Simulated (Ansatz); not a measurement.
Several settings on one geometry of (F)2Al-NH-SiH3 (AlSiNF₂H₄) (that of the charge 0 singlet, PBE-D4/def2-SVP). Ansatz on 4 threads of Arm Neoverse V1 on a shared host; times are rough.

Cartesian coordinates in Å:
```
Al -1.241 -0.894 -0.880
F -2.212 0.367 -1.373
F -1.663 -2.449 -1.310
N 0.224 -0.607 0.087
Si 0.895 0.915 0.661
H 0.756 -1.446 0.349
H 2.288 1.148 0.132
H 0.971 0.965 2.166
H -0.017 2.002 0.169
```

Totals from different functionals, basis sets or treatments of relativity can't be compared as stabilities.

DK, ANO-RCC and x2c sets are all-electron and run with scalar relativity unless a key says otherwise. The 6-31G sets use Cartesian d functions. Correlated methods freeze 13 core orbitals.

The spins typed aren't always the lowest for that charge.

Q: Give the basis size and estimate the energy, ⟨S²⟩, dipole and time of these runs.

```json
{"run": "1", "method": "UKS PBE-QIDH/6-31G*", "charge": "0", "state": "triplet", "further keys": "final_grid: {core_spheres: 8, valence_spheres: 7, degree: 23}; scf: {omitted_lower_state_checks: [starts]}; forces asked"}
{"run": "2", "method": "RKS ωPBEh/cc-pVTZ-DK", "charge": "0", "state": "singlet", "further keys": "scf: {omitted_lower_state_checks: [starts]}; forces asked"}
{"run": "3", "method": "RKS ωB97/def2-SVPD", "charge": "0", "state": "singlet", "further keys": "scf: {omitted_lower_state_checks: [starts]}; forces asked"}
```

A: 
```csv
run,functions,energy (Eh),⟨S²⟩,dipole (D),wall time
1,91,-787.9378,2.01,5.42,3.9 s
2,214,-789.9077,–,2.00,4.2 s
3,146,-788.5802,–,2.09,5 s
```
